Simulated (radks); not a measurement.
Task: Sm21+, 41 electrons, occupied as [Kr] 4d5. Method: scalar-relativistic Kohn-Sham, PBE, spin-polarised, spherical densities, finite nucleus; open shells are filled with parallel spins first (spin-orbit coupling, left out, can overturn this in heavy ions); Fermi nuclear charge, rms radius 5.0819 fm; computed with a radial shooting solver on a logarithmic mesh with Libxc functionals. Some entries of the table are withheld. Estimate them.

orbital  occ.  eigenvalue (eV)  <1/r> (bohr^-1)
1s up       1        -47261.75            68.81
1s down     1        -47261.71            68.81
2s up       1        -8218.439            15.93
2s down     1        -8214.889            15.94
2p up       3        -7395.422            14.95
2p down     3        -7392.628            14.95
3s up       1        -2249.000            5.855
3s down     1        -2247.293            5.857
3p up       3        -1991.768            5.523
3p down     3        -1989.840            5.525
3d up       5        -1646.170            5.245
3d down     5        -1643.193            5.244
4s up       1        -863.0605            2.616
4s down     1        -853.1271            2.616
4p up       3              (1)            2.456
4p down     3              (2)            2.453
4d up       5        -646.2099            2.262
4d down     0        -636.5552            2.258

Result: 
(1) 4p up eigenvalue (eV): -772.5066
(2) 4p down eigenvalue (eV): -762.6780
